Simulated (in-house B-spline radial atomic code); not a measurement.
Computed with a B-spline radial atomic code. Model: two electrons, singlet ground state, non-relativistic, full CI in B-splines with partial waves to l = 8 (at full coupling up to 3e-4 hartree above the limit, correlation up to 0.6 % small), density held at that of full coupling by Lieb maximisation.

W(λ) is the mean repulsion in the state of coupling λ less the Hartree energy of the fixed density. Its start is exact exchange, its initial slope is twice the second-order Görling-Levy correlation energy, and its area from 0 to 1 is E_xc. A straight curve means weak, dynamic correlation, and a curve that drops fast and flattens means strong correlation.

Command:
```bash
python run_ac.py task.json out
```
Settings (lengths in bohr, energies in hartree):
```
potential              coulomb
strength               4.55
lmax                   8
wall_radius            2.82
```

Run time, properties included: 6.8 s on 1 thread of Intel(R) Xeon(R) Processor @ 2.30GHz (shared host).

**W = mean repulsion less Hartree energy, and W of three functionals.**

Given: confinement point charge; nuclear charge 4.55; hard wall radius 2.82 bohr; external potential -Z/r.

Computed: PBE exchange minus exact 46.298 millihartree; SCAN exchange minus exact -4.3034 millihartree.

```json
{"coupling": "0", "W xc (hartree)": "-2.6205", "W xc minus exchange (millihartree)": "0", "kinetic minus Kohn-Sham (millihartree)": "0", "LDA (PW92) W minus its exchange (millihartree)": "0", "PBE W minus its exchange (millihartree)": "0", "SCAN W minus its exchange (millihartree)": "0"}
{"coupling": "0.02", "W xc (hartree)": "-2.6224", "W xc minus exchange (millihartree)": "-1.875", "kinetic minus Kohn-Sham (millihartree)": "0", "LDA (PW92) W minus its exchange (millihartree)": "-14.15", "PBE W minus its exchange (millihartree)": "-1.86", "SCAN W minus its exchange (millihartree)": "-1.84"}
{"coupling": "0.05", "W xc (hartree)": "-2.6252", "W xc minus exchange (millihartree)": "-4.674", "kinetic minus Kohn-Sham (millihartree)": "0.1", "LDA (PW92) W minus its exchange (millihartree)": "-29.81", "PBE W minus its exchange (millihartree)": "-4.67", "SCAN W minus its exchange (millihartree)": "-4.57"}
{"coupling": "0.12", "W xc (hartree)": "-2.6317", "W xc minus exchange (millihartree)": "-11.15", "kinetic minus Kohn-Sham (millihartree)": "0.7", "LDA (PW92) W minus its exchange (millihartree)": "-59.11", "PBE W minus its exchange (millihartree)": "-11.28", "SCAN W minus its exchange (millihartree)": "-10.82"}
{"coupling": "0.25", "W xc (hartree)": "?", "W xc minus exchange (millihartree)": "?", "kinetic minus Kohn-Sham (millihartree)": "?", "LDA (PW92) W minus its exchange (millihartree)": "?", "PBE W minus its exchange (millihartree)": "?", "SCAN W minus its exchange (millihartree)": "?"}
{"coupling": "0.4", "W xc (hartree)": "-2.6568", "W xc minus exchange (millihartree)": "-36.285", "kinetic minus Kohn-Sham (millihartree)": "7.2", "LDA (PW92) W minus its exchange (millihartree)": "-142.97", "PBE W minus its exchange (millihartree)": "-37.63", "SCAN W minus its exchange (millihartree)": "-34.64"}
{"coupling": "0.6", "W xc (hartree)": "-2.6741", "W xc minus exchange (millihartree)": "-53.52", "kinetic minus Kohn-Sham (millihartree)": "15.8", "LDA (PW92) W minus its exchange (millihartree)": "-188.94", "PBE W minus its exchange (millihartree)": "-56.03", "SCAN W minus its exchange (millihartree)": "-50.74"}
{"coupling": "0.8", "W xc (hartree)": "-2.6907", "W xc minus exchange (millihartree)": "-70.19", "kinetic minus Kohn-Sham (millihartree)": "27.4", "LDA (PW92) W minus its exchange (millihartree)": "-228.72", "PBE W minus its exchange (millihartree)": "-73.98", "SCAN W minus its exchange (millihartree)": "-66.19"}
{"coupling": "1", "W xc (hartree)": "-2.7069", "W xc minus exchange (millihartree)": "-86.32", "kinetic minus Kohn-Sham (millihartree)": "41.9", "LDA (PW92) W minus its exchange (millihartree)": "-264.16", "PBE W minus its exchange (millihartree)": "-91.42", "SCAN W minus its exchange (millihartree)": "-81.06"}
{"coupling": "1.4", "W xc (hartree)": "-2.7376", "W xc minus exchange (millihartree)": "-117.06", "kinetic minus Kohn-Sham (millihartree)": "78.8", "LDA (PW92) W minus its exchange (millihartree)": "-325.83", "PBE W minus its exchange (millihartree)": "-124.8", "SCAN W minus its exchange (millihartree)": "-109.23"}
{"coupling": "2", "W xc (hartree)": "-2.7802", "W xc minus exchange (millihartree)": "-159.7", "kinetic minus Kohn-Sham (millihartree)": "151.1", "LDA (PW92) W minus its exchange (millihartree)": "-402.7", "PBE W minus its exchange (millihartree)": "-171.24", "SCAN W minus its exchange (millihartree)": "-148.12"}
{"coupling": "3", "W xc (hartree)": "-2.8433", "W xc minus exchange (millihartree)": "-222.77", "kinetic minus Kohn-Sham (millihartree)": "308", "LDA (PW92) W minus its exchange (millihartree)": "-504.83", "PBE W minus its exchange (millihartree)": "-240.09", "SCAN W minus its exchange (millihartree)": "-205.56"}
{"coupling": "4.5", "W xc (hartree)": "-2.9227", "W xc minus exchange (millihartree)": "-302.21", "kinetic minus Kohn-Sham (millihartree)": "603.9", "LDA (PW92) W minus its exchange (millihartree)": "-621.86", "PBE W minus its exchange (millihartree)": "-327.19", "SCAN W minus its exchange (millihartree)": "-278.39"}
{"coupling": "7", "W xc (hartree)": "?", "W xc minus exchange (millihartree)": "?", "kinetic minus Kohn-Sham (millihartree)": "?", "LDA (PW92) W minus its exchange (millihartree)": "?", "PBE W minus its exchange (millihartree)": "?", "SCAN W minus its exchange (millihartree)": "?"}
{"coupling": "10", "W xc (hartree)": "-3.1162", "W xc minus exchange (millihartree)": "-495.64", "kinetic minus Kohn-Sham (millihartree)": "1951.7", "LDA (PW92) W minus its exchange (millihartree)": "-884.3", "PBE W minus its exchange (millihartree)": "-545.24", "SCAN W minus its exchange (millihartree)": "-461.89"}
```

What belongs in the row 0.25?

W xc (hartree): -2.6435; W xc minus exchange (millihartree): -22.97; kinetic minus Kohn-Sham (millihartree): 2.8; LDA (PW92) W minus its exchange (millihartree): -102.2; PBE W minus its exchange (millihartree): -23.57; SCAN W minus its exchange (millihartree): -22.09.

What belongs in the row 7?

W xc (hartree): -3.0256; W xc minus exchange (millihartree): -405.04; kinetic minus Kohn-Sham (millihartree): 1188.6; LDA (PW92) W minus its exchange (millihartree): -763.28; PBE W minus its exchange (millihartree): -441.51; SCAN W minus its exchange (millihartree): -374.52.

What is the LDA exchange minus exact?

369.07 millihartree.

**Energy parts, natural occupations and partial-wave weights.**

Computed: total energy -18.0144 hartree; exchange energy -2.6205 hartree; correlation energy -0.044371 hartree; initial slope twice GL2 -0.093904 hartree; Hartree energy 5.2411 hartree; Kohn-Sham kinetic 17.972 hartree; Lieb Oxford ratio E_xc over LDA exchange 1.1836.

```csv
natural,occupation of the shell (electrons)
s,1.9973
p,?
s,0.0010361
d,7.7683e-05
p,5.5275e-05
s,2.2967e-05
```

What belongs in the row p?

occupation of the shell (electrons): 0.0014957.

| wave | weight |
| --- | --- |
| s | 0.99917 |
| p | ? |
| d | 4.3642e-05 |
| f | 6.3605e-06 |
| g | 1.5057e-06 |

What belongs in the row p?

weight: 0.00077831.

What is the kinetic part over minus potential part?

0.48597.

What is the kinetic part of the DFT correlation energy?

0.04195 hartree.

Half-way to full coupling W has made 52 % of its drop, against 50 % for a straight line, and second-order (GL2) theory, half the initial slope, overshoots the correlation energy by about 6 %: correlation is weak here. Over couplings 0 to 1 the errors in E_xc come to about +256 millihartree for LDA, +44 millihartree for PBE, -2.0 millihartree for SCAN, so SCAN is nearest. In LDA and PBE and SCAN the errors of exchange and correlation have opposite signs, so the sum is smaller than the larger of the two.
